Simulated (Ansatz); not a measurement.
(1) Predict a relaxed structure of bistriflimide, `O=S(=O)([N-]S(=O)(=O)C(F)(F)F)C(F)(F)F`, charge -1, singlet, at PBE-D4/def2-SVP (Ansatz).

Answers

(1) 
Cartesian coordinates in Å:
```
O 2.407 -0.930 -0.907
S 1.317 0.003 -0.552
O 0.727 0.871 -1.598
N 0.283 -0.781 0.436
S -1.235 -0.238 0.684
O -1.484 1.204 0.454
O -1.757 -0.882 1.909
C -2.192 -1.099 -0.705
F -1.685 -0.807 -1.914
F -3.484 -0.699 -0.681
F -2.170 -2.438 -0.550
C 2.152 1.218 0.638
F 3.011 2.005 -0.047
F 1.256 2.009 1.251
F 2.854 0.563 1.584
```
Point group C2 (tolerance 0.1 Å). This is one stationary point.
